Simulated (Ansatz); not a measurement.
Input for Ansatz (a program for electronic structure): R-CCSD(T)/def2-TZVPP on C2H6FIn (SMILES C[CH2][InH][F]). Elements past Kr take the def2 small-core potentials; no spin–orbit coupling. The run froze 12 orbitals, filled d shells among them.

Ansatz 0.2 input:
```yaml
crystal:
  periodic: [false, false, false]
  atoms:
    - {symbol: C, position_ang: [-1.26509320, 0.24623898, -0.33893270]}
    - {symbol: C, position_ang: [-0.28588188, -0.60334157, 0.47006426]}
    - {symbol: In, position_ang: [1.77962555, -0.03129541, 0.16619287]}
    - {symbol: F, position_ang: [1.77871781, 1.63276107, -0.92602016]}
    - {symbol: H, position_ang: [-1.16802575, 1.30692965, -0.10737686]}
    - {symbol: H, position_ang: [-1.10091011, 0.14144937, -1.41194176]}
    - {symbol: H, position_ang: [-2.29727947, -0.05009632, -0.13086042]}
    - {symbol: H, position_ang: [-0.36937790, -1.66345062, 0.22341183]}
    - {symbol: H, position_ang: [-0.47476897, -0.52023578, 1.54270581]}
    - {symbol: H, position_ang: [3.40299390, -0.45895938, 0.51275714]}
basis:
  gaussian:
    orbitals: def2-TZVPP
magnetization: {spin_polarized: false}
correlation: {method: ccsd_t, electrons: outside_noble_gas}
scf: {lower_state_search: off}
```

The head of its log:

```
WARN ansatz: RAYON_NUM_THREADS=1 ignored (pool sized by the plan → 1); use --threads N
Functional definition: HF
these checks for a lower state are left out or cut short: stability, starts, cluster_reference, orbital_swaps, neighbouring_geometries, increment
integrals: 1.17 GiB planned
1521 factors; integrals over basis functions are off by at most 1.1e-3 eV
mean field: 0.72 GiB planned
mean field evaluation 1: about -10008.1403 eV, gradient 4.6e1 eV
mean field evaluation 2: about -10008.2128 eV, gradient 4.6e1 eV
mean field evaluation 4: about -10012.7504 eV, gradient 3.7e0 eV
mean field evaluation 8: about -10012.8124 eV, gradient 3.2e-1 eV
mean field -10012.81272901 eV, -367.9640808627 hartree, gradient 3.6e-6 eV, S^2 0.000000; 0 other end points of the search recorded, 0 dependent functions left out
12 core orbitals not correlated, not the lowest: weight in the atoms' cores, before any rotation towards them, 0.713 or more for the frozen orbitals, at most 0.331 for the correlated occupied ones
reference -10012.81272901 eV, -367.9640808627 hartree; 12, 12 occupied and 203, 203 virtual orbitals, 1521 factors
```

**Question.** Predict the final total energy.

**Answer.** -368.7067 hartree (reference determinant -367.9641, T1 diagnostic 0.012).
